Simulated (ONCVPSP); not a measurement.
What one change does to a pseudopotential (Tc (Z = 43), ONCV)

```json
{
  "Element": "technetium (Tc)",
  "Generator": "ONCVPSP 4.0.1",
  "Type": "optimised norm-conserving Vanderbilt (ONCV)",
  "Functional": "PBE",
  "Relativity": "scalar-relativistic",
  "Frozen core": "[Kr]",
  "Valence charge": "7",
  "Reference configuration": "4d5 5s2",
  "Partial waves": "5s: rc 2.80 bohr, ncon 4, nbas 8, qcut 2.4 1/bohr, 1 projector; p scattering state at 0.45 Ha: rc 2.95 bohr, ncon 4, nbas 9, qcut 2.6 1/bohr, 2 projectors, debl 0.6 Ha; 4d: rc 2.00 bohr, ncon 4, nbas 7, qcut 6.6 1/bohr, 2 projectors, debl 2.9 Ha",
  "Local potential": "polynomial inside 1.75 bohr (lpopt 5, dvloc0 6 Ha)",
  "Core correction": "none"
}
```

In the p channel the program set the typed energies aside and used 0.050, 0.650 Ha.

Change: d: rc 2.26.

Cutoffs: the cutoffs (Ha) at which the residual kinetic energy of the hardest occupied pseudo-wave falls to 1 and 0.1 mHa per electron; they do not see the model core or the augmentation charge, which bear on the density cutoff. Errors are all-electron minus pseudo energies relative to the spin-unpolarised reference configuration.

Problem. Predict the effect on cutoff, ghosts and configuration errors.

Solution. The potential gets softer (18 Ha and 20 Ha → 16 Ha and 19 Ha); of the 4 tests that both files solve, the error grows in 0 and shrinks in 1 by more than 15 % and 0.3 meV (median size 65.7 → 61.2 meV); neither file shows a bound ghost. A larger radius leaves more room for a smooth pseudo-wave, so fewer plane waves are needed.

```tsv
quantity	base	changed
cutoff, loose	18 Ha	16 Ha
cutoff, tight	20 Ha	19 Ha
loose cutoff by channel	s 2.9 Ha, d 18 Ha	s 2.9 Ha, d 16 Ha
bound ghosts	none	none
GHOST(+) flags under 300 eV	none	none
error for 4d5 5s1, meV [ΔE 8.15 eV]	+7.1	+7.7
error for 4d5 5s0, meV [ΔE 23.01 eV]	+74	+76
error for 4d4 5s0, meV [ΔE 51.71 eV]	+163	+164
error for 4d4 5s2 5p1, meV [ΔE 6.61 eV]	-58	-46
s: phases at 2.84 bohr within 0.05 rad from the reference energy up to (Ha; the scan ends near 5)	0.7	0.7
p: phases at 3.00 bohr within 0.05 rad from the reference energy up to (Ha; the scan ends near 5)	1.7	1.7
```
